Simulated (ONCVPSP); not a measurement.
**PBE ONCV dataset for Cl, non-relativistic all-electron reference.**

- Element: Cl
- Generator: ONCVPSP 4.0.1
- Type: optimised norm-conserving Vanderbilt (ONCV)
- Functional: PBE
- Relativity: non-relativistic
- Frozen core: [Ne]
- Valence charge: 7
- Reference configuration: 3s2 3p4 (charge +1)
- Partial waves: 3s: rc 1.40 bohr, ncon 5, nbas 9, qcut 3.7 1/bohr, 2 projectors, debl 3.5 Ha; 3p: rc 1.15 bohr, ncon 3, nbas 7, qcut 6.5 1/bohr, 3 projectors, debl 0.5 Ha; d scattering state at 0.03 Ha: rc 1.40 bohr, ncon 4, nbas 8, qcut 7.7 1/bohr, 2 projectors, debl 3.4 Ha
- Local potential: polynomial inside 1.00 bohr (lpopt 5, dvloc0 0 Ha)
- Core correction: none

In the p channel the program set the typed energies aside and used -0.714, 0.250, 0.750 Ha.

- Cutoffs needed: 93 Ha and 114 Ha (the cutoffs (Ha) at which the residual kinetic energy of the hardest occupied pseudo-wave falls to 1 and 0.1 mHa per electron)
- Ghost test: ghosts flagged at negative energy: p at -156.0 eV; GHOST(+) flagged for s at 239.3 eV; a true bound ghost makes a file unfit for plane-wave use
- Largest excitation error: +39 meV (all-electron minus pseudo) for 3s2 3p2, out of 4 test configurations
